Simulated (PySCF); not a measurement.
Method: B3LYP-D3(BJ)/def2-TZVP // r2SCAN-D4/def2-SVP run with PySCF. Isolated molecules, 0 K electronic values unless said otherwise. B3LYP has the VWN-RPA correlation part, as in Gaussian. 

Reference species: [Ag(NH3)(CH3)] (neutral, multiplicity 1).

The LUMO comes out as -0.79 eV and the coordination number is 2. The HOMO comes out as -5.37 eV.

After one change: the LUMO falls by 0.08 eV; the coordination number stays essentially unchanged; the HOMO drops by 0.40 eV.

Problem. What was changed between the two runs? The new species is one of these.
(A) [Ag(C2H4)(CN)]
(B) [Ag(C2H4)(CH3)]
(C) [Ag(CNH)(OH)]
(D) [Ag(NH3)(H)]

Solution. D, [Ag(NH3)(H)]
